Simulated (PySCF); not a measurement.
SbI3, SMILES [I][Sb]([I])[I]. Atoms are numbered in the order given.

```xyz
4

Sb     0.0000     0.0000     0.9598
I      2.1276     1.2284    -0.3078
I      0.0000    -2.4567    -0.3078
I     -2.1276     1.2284    -0.3078
```

The structure is a stationary point at PBE-D3(BJ)/def2-SVP. The isomer is the one that the SMILES or the coordinates give; other isomers of the formula were not compared. The def2 effective core potentials stand for the cores of I, Sb; spin–orbit coupling is left out.

These are PBE-D3(BJ)/def2-SVP (PySCF) values and carry that method's errors.

Frequencies are harmonic and unscaled.

Modes within 1.5 cm⁻¹ of each other (mostly degenerate sets) share a row, with their intensities summed.

```tsv
mode	ν (cm⁻¹)	IR (km/mol)	Raman (Å⁴/amu)	depolarisation	moving atoms (share of kinetic energy)
1–2	51	0.1	11.7	0.75	I 90 %, Sb 10 %
3	69	0.2	8.3	0.37	I 71 %, Sb 29 %
4	187	3.7	16.5	0.00	I 53 %, Sb 47 %
5–6	189	67.7	9.4	0.75	Sb 57 %, I 43 %
```
